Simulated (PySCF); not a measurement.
A geometry optimisation, step by step.

Compound: C₃H₅Br.
SMILES with atom numbers: `[CH2:1]=[CH:2][CH2:3][Br:4]` (hydrogens: H5, H6 on C1; H7 on C2; H8, H9 on C3)

Computed by this run: PBE0-D3(BJ)/def2-SVP geometry optimisation, gas phase in PySCF; density fitting, grid level 1; the optimiser is geomeTRIC in internal coordinates, started from a GFN2-xTB structure with every atom displaced at random (about 0.01 Å). The frame can shift and turn from step to step; on so coarse a grid that alone can change the energy by a few meV, and forces under 0.02 eV/Å are noise.

Step 0: E = -73215.4834 eV, largest atomic force 1.874 eV/Å
```
atom  x, y, z in Å  |  force x, y, z in eV/Å
C1     -1.318   -0.257    0.438   -1.433   0.922   0.780
C2     -0.248    0.466    0.207    1.374   0.292  -0.284
C3      0.889   -0.040   -0.585    0.995   1.003   0.606
Br4     2.529   -0.225    0.581   -0.541   0.043  -0.367
H5     -2.159    0.159    1.000    0.008  -0.010   0.108
H6     -1.469   -1.225    0.044   -0.013  -1.437  -0.559
H7     -0.117    1.463    0.619   -0.154   0.295   0.138
H8      1.230    0.663   -1.362   -0.115  -0.188   0.066
H9      0.720   -1.020   -0.975   -0.119  -0.921  -0.488
```

Step 1: E = -73215.5743 eV, largest atomic force 0.344 eV/Å
```
atom  x, y, z in Å  |  force x, y, z in eV/Å
C1     -1.291   -0.310    0.564    0.071  -0.255  -0.208
C2     -0.217    0.426    0.278    0.035   0.043   0.048
C3      0.870   -0.009   -0.634   -0.070  -0.335  -0.039
Br4     2.641    0.100    0.195   -0.070  -0.043   0.056
H5     -2.087    0.071    1.202   -0.108   0.061   0.101
H6     -1.427   -1.319    0.146    0.057   0.161   0.114
H7     -0.118    1.435    0.695    0.007  -0.008   0.020
H8      0.945    0.649   -1.503    0.018   0.124  -0.201
H9      0.737   -1.051   -0.980    0.059   0.253   0.109
```

Step 2: E = -73215.5812 eV, largest atomic force 0.078 eV/Å
```
atom  x, y, z in Å  |  force x, y, z in eV/Å
C1     -1.283   -0.312    0.560   -0.028  -0.003   0.073
C2     -0.220    0.440    0.270   -0.010  -0.042  -0.039
C3      0.862   -0.002   -0.644    0.013   0.017  -0.065
Br4     2.614    0.067    0.221    0.038  -0.012   0.038
H5     -2.084    0.061    1.204    0.009  -0.014   0.008
H6     -1.392   -1.328    0.166   -0.004   0.032  -0.009
H7     -0.122    1.447    0.692   -0.017  -0.002  -0.030
H8      0.957    0.657   -1.519    0.005  -0.007   0.021
H9      0.723   -1.037   -0.985   -0.006   0.031   0.003
```

Step 3: E = -73215.5816 eV, largest atomic force 0.143 eV/Å
```
atom  x, y, z in Å  |  force x, y, z in eV/Å
C1     -1.289   -0.314    0.567    0.053  -0.025   0.022
C2     -0.226    0.429    0.255   -0.009   0.136   0.044
C3      0.867    0.003   -0.656   -0.053   0.010  -0.013
Br4     2.605    0.059    0.244    0.001   0.002  -0.002
H5     -2.077    0.065    1.225    0.053  -0.003  -0.037
H6     -1.407   -1.331    0.184   -0.023  -0.053  -0.035
H7     -0.128    1.436    0.674   -0.012   0.034  -0.016
H8      0.973    0.672   -1.523    0.003  -0.028   0.086
H9      0.736   -1.027   -1.006   -0.012  -0.073  -0.049
```

Step 4: E = -73215.5835 eV, largest atomic force 0.054 eV/Å
```
atom  x, y, z in Å  |  force x, y, z in eV/Å
C1     -1.282   -0.316    0.567    0.010   0.033   0.041
C2     -0.227    0.439    0.254    0.008  -0.001  -0.003
C3      0.862    0.003   -0.654   -0.012   0.037   0.007
Br4     2.601    0.048    0.249   -0.011  -0.001  -0.014
H5     -2.070    0.057    1.227    0.001  -0.006  -0.020
H6     -1.394   -1.332    0.178    0.000  -0.032  -0.007
H7     -0.135    1.450    0.668   -0.007   0.007  -0.011
H8      0.974    0.670   -1.520    0.024   0.000   0.032
H9      0.724   -1.027   -1.004   -0.011  -0.037  -0.025
```

Step 5: E = -73215.5844 eV, largest atomic force 0.030 eV/Å
```
atom  x, y, z in Å  |  force x, y, z in eV/Å
C1     -1.277   -0.317    0.572    0.000   0.003   0.008
C2     -0.229    0.444    0.252    0.000  -0.026  -0.015
C3      0.860    0.004   -0.656   -0.003   0.000   0.022
Br4     2.595    0.032    0.253    0.012  -0.004  -0.001
H5     -2.071    0.053    1.224   -0.004   0.005   0.010
H6     -1.381   -1.337    0.189    0.002  -0.003   0.000
H7     -0.141    1.458    0.659   -0.008   0.003  -0.015
H8      0.982    0.677   -1.515    0.011   0.015  -0.003
H9      0.715   -1.023   -1.013   -0.010   0.007  -0.007
```

Step 6: E = -73215.5853 eV, largest atomic force 0.038 eV/Å
```
atom  x, y, z in Å  |  force x, y, z in eV/Å
C1     -1.271   -0.321    0.579   -0.009   0.007   0.000
C2     -0.235    0.449    0.243    0.013  -0.032  -0.018
C3      0.857    0.009   -0.660    0.010  -0.016   0.022
Br4     2.585    0.003    0.266    0.005  -0.005  -0.003
H5     -2.065    0.051    1.230   -0.015  -0.007   0.014
H6     -1.365   -1.349    0.211    0.004   0.018   0.006
H7     -0.157    1.469    0.636   -0.008  -0.001  -0.007
H8      0.999    0.693   -1.507    0.001   0.013  -0.018
H9      0.704   -1.012   -1.035   -0.001   0.023   0.003
```

Step 7: E = -73215.5854 eV, largest atomic force under 0.02 eV/Å
```
atom  x, y, z in Å  |  force x, y, z in eV/Å
C1     -1.269   -0.321    0.583   -0.003  -0.016  -0.009
C2     -0.237    0.451    0.239   -0.005  -0.003   0.006
C3      0.857    0.011   -0.662    0.009  -0.001   0.007
Br4     2.581   -0.014    0.272   -0.003  -0.003  -0.004
H5     -2.065    0.046    1.236    0.005   0.012   0.002
H6     -1.356   -1.351    0.222    0.000   0.001   0.003
H7     -0.165    1.475    0.623    0.000  -0.001   0.000
H8      1.007    0.701   -1.503   -0.002   0.002  -0.007
H9      0.699   -1.006   -1.045    0.000   0.008   0.001
```

**Question.** Summarise the path.

**Answer.** The energy falls by 0.1020 eV from step 0 to step 7; nine tenths of that is first reached at step 2. It falls at every step. The largest force goes from 1.874 to under 0.02 eV/Å. Among the bonds C3–Br4 changes most, from 2.020 to 1.961 Å; the atoms move by 0.029 Å rms after alignment.

**Question.** Follow the three bonds and two angles with the largest change from start to end.

**Answer.** 
```json
{"step": "0", "E above end (eV)": "0.1020", "largest force (eV/Å)": "1.874", "C3–Br4 (Å)": "2.020", "C1–H6 (Å)": "1.056", "C3–H9 (Å)": "1.068", "H8–C3–H9 (°)": "112.1", "C1–C2–H7 (°)": "122.5"}
{"step": "1", "E above end (eV)": "0.0111", "largest force (eV/Å)": "0.344", "C3–Br4 (Å)": "1.958", "C1–H6 (Å)": "1.101", "C3–H9 (Å)": "1.106", "H8–C3–H9 (°)": "109.1", "C1–C2–H7 (°)": "119.9"}
{"step": "2", "E above end (eV)": "0.0043", "largest force (eV/Å)": "0.078", "C3–Br4 (Å)": "1.955", "C1–H6 (Å)": "1.095", "C3–H9 (Å)": "1.098", "H8–C3–H9 (°)": "109.2", "C1–C2–H7 (°)": "120.4"}
{"step": "3", "E above end (eV)": "0.0039", "largest force (eV/Å)": "0.143", "C3–Br4 (Å)": "1.958", "C1–H6 (Å)": "1.093", "C3–H9 (Å)": "1.095", "H8–C3–H9 (°)": "109.3", "C1–C2–H7 (°)": "119.6"}
{"step": "4", "E above end (eV)": "0.0019", "largest force (eV/Å)": "0.054", "C3–Br4 (Å)": "1.959", "C1–H6 (Å)": "1.094", "C3–H9 (Å)": "1.096", "H8–C3–H9 (°)": "109.3", "C1–C2–H7 (°)": "120.0"}
{"step": "5", "E above end (eV)": "0.0011", "largest force (eV/Å)": "0.030", "C3–Br4 (Å)": "1.959", "C1–H6 (Å)": "1.095", "C3–H9 (Å)": "1.097", "H8–C3–H9 (°)": "109.4", "C1–C2–H7 (°)": "120.2"}
{"step": "6", "E above end (eV)": "0.0002", "largest force (eV/Å)": "0.038", "C3–Br4 (Å)": "1.960", "C1–H6 (Å)": "1.095", "C3–H9 (Å)": "1.098", "H8–C3–H9 (°)": "109.5", "C1–C2–H7 (°)": "120.2"}
{"step": "7", "E above end (eV)": "0.0000", "largest force (eV/Å)": "under 0.02", "C3–Br4 (Å)": "1.961", "C1–H6 (Å)": "1.095", "C3–H9 (Å)": "1.097", "H8–C3–H9 (°)": "109.5", "C1–C2–H7 (°)": "120.1"}
```

The cost below is that of the whole optimisation. On an Arm Neoverse V2 with one thread, shared host with 192 logical CPUs at a one-minute load of 25, this took 22 s and 0.41 GiB of memory at its peak.
